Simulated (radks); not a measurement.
The ruthenium anion Ru- inside a hard spherical wall (all orbitals vanish at R), configuration held at [Kr] 4d7 5s2 and not refilled when levels cross. Method: scalar-relativistic Kohn-Sham, LDA (Slater exchange, VWN5 correlation), spin-polarised, spherical densities, finite nucleus; open shells are filled with parallel spins first (spin-orbit coupling, left out, can overturn this in heavy ions); Fermi nuclear charge, rms radius 4.4809 fm; computed with a radial shooting solver on a logarithmic mesh with Libxc functionals. Eigenvalues in eV for spin up, with the zero of energy where the potential of the charges vanishes at infinity; a dash marks a level that is unbound or too diffuse for the functional's potential to be trusted. A positive occupied level is held by the wall or, in an anion where self-interaction has pushed it up, behind a barrier. The pressure on the wall is -dE/dV.

R (bohr)  E (hartree)  kinetic (hartree)    e(4s)    e(4p)   e(4d)   e(5s)  e(5p, empty)  e(6s, empty)  pressure (GPa)
12        -4526.33109           4679.148  -71.201  -41.306  -0.130   0.539         3.162         4.221          0.0168
10        -4526.32696           4679.168  -70.932  -41.036   0.135   0.770         3.696         5.845          0.0866
8         -4526.31047           4679.242  -70.258  -40.360   0.783   1.373         4.801         9.361           0.585
6         -4526.22567           4679.588  -68.259  -38.376   2.626   3.325         7.827        18.873            6.04
5         -4526.06242           4680.207  -65.746  -35.914   4.886   6.085        11.719        30.562            25.1
2.5       -4519.65253           4702.063  -33.905   -4.977  38.047  68.494        86.979        211.37            4420
2         -4508.65854           4737.423   -5.969   24.389  72.947  149.23        175.15        394.05           22100
1.5       -4468.30224           4852.551   70.704   108.07  169.65  383.57        417.89        862.92          160000
